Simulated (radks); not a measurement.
The lithium anion Li-, [He] 2s2, held by a Watson sphere: a shell of charge +0.97 at radius R that stands for the Madelung well of a crystal (potential energy -0.97/R inside, -0.97/r outside, in hartree with lengths in bohr). Calculated with a radial shooting solver on a logarithmic mesh with Libxc functionals: scalar-relativistic Kohn-Sham, LDA (Slater exchange, Perdew-Wang correlation), spin-polarised, spherical densities, finite nucleus; Fermi nuclear charge, rms radius of each element as measured or else 0.836 A^(1/3) + 0.57 fm. Response by self-consistent Sternheimer equations with the Hartree and adiabatic LDA kernel, the relativistic mass of each level held fixed and spin-orbit coupling left out. The sphere does not respond.

R (bohr)  e(1s) (eV)  e(2s) (eV)  <r> 2s (bohr)  sum of <r^2> (bohr^2)  X-ray form factor at sin(theta)/lambda = 0.3 1/angstrom  alpha (bohr^3)
1.79         -53.569      -4.434          3.192                  25.13                                                    1.465           85.27
1.94         -52.771      -4.382          3.235                  25.74                                                    1.465           88.29
2.3          -51.453      -4.238          3.352                  27.43                                                    1.468           97.42
2.34         -51.345      -4.221          3.365                  27.64                                                    1.468           98.59
3.84         -49.671      -3.506          3.910                  36.77                                                    1.489           161.9
3.89         -49.651      -3.482          3.928                  37.10                                                    1.489           164.6
3.9          -49.648      -3.478          3.931                  37.16                                                    1.489           165.1
